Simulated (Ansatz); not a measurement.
Ansatz (an electronic-structure program) input (CCSD(T)/cc-pVQZ):

Ansatz 0.2 input:
```yaml
crystal:
  periodic: [false, false, false]
  atoms:
    - {symbol: B, position_ang: [-0.66503886, 0.05057511, -0.01894431]}
    - {symbol: N, position_ang: [0.70388039, 0.07004987, 0.02414072]}
    - {symbol: H, position_ang: [-1.37605239, -0.96558513, -0.07461875]}
    - {symbol: H, position_ang: [-1.30721419, 1.10293443, -0.00402462]}
    - {symbol: H, position_ang: [1.08129813, -0.88057398, 0.00437982]}
basis:
  gaussian:
    orbitals: cc-pVQZ
total_charge: -1
magnetization: {spin_polarized: false}
correlation: {method: ccsd_t, electrons: outside_noble_gas}
```

Output:

```
Functional definition: HF
integrals: 0.83 GiB planned
1177 factors; integrals over basis functions are off by at most 9.9e-4 eV
mean field: 0.62 GiB planned
mean field evaluation 1: about -2200.2801 eV, gradient 1.7e1 eV
mean field evaluation 2: about -2200.2808 eV, gradient 1.7e1 eV
mean field evaluation 4: about -2201.2510 eV, gradient 3.3e0 eV
mean field evaluation 8: about -2201.2852 eV, gradient 8.1e-4 eV
mean field evaluation 16: about -2201.2827 eV, gradient 6.5e-1 eV
mean field -2201.28524285 eV, -80.8957405900 hartree, gradient 3.1e-6 eV, S^2 0.000000; 0 other end points of the search recorded, 0 dependent functions left out
2 core orbitals not correlated
reference -2201.28524285 eV, -80.8957405900 hartree; 6, 6 occupied and 192, 192 virtual orbitals, 1177 factors
second order -10.00261768 eV of doubles, -0.00000000 eV of singles
coupled cluster: 1.68 GiB planned
cycle   1  -9.99455654 eV  change    8.1e-3 eV  update   7.7e-2
cycle   2  -10.27305988 eV  change   -2.8e-1 eV  update   2.4e-2
cycle   3  -10.34175424 eV  change   -6.9e-2 eV  update   1.3e-2
cycle   4  -10.33426869 eV  change    7.5e-3 eV  update   3.5e-3
cycle   5  -10.33469937 eV  change   -4.3e-4 eV  update   1.8e-3
cycle   6  -10.33499346 eV  change   -2.9e-4 eV  update   4.7e-4
cycle   7  -10.33478453 eV  change    2.1e-4 eV  update   1.7e-4
cycle   8  -10.33479861 eV  change   -1.4e-5 eV  update   6.4e-5
cycle   9  -10.33481203 eV  change   -1.3e-5 eV  update   1.9e-5
cycle  10  -10.33480502 eV  change    7.0e-6 eV  update   5.9e-6
perturbative correction -0.47129804 eV, -0.0173198836 hartree
Total energy: -2212.09134591 eV, -81.2928575530 hartree
```
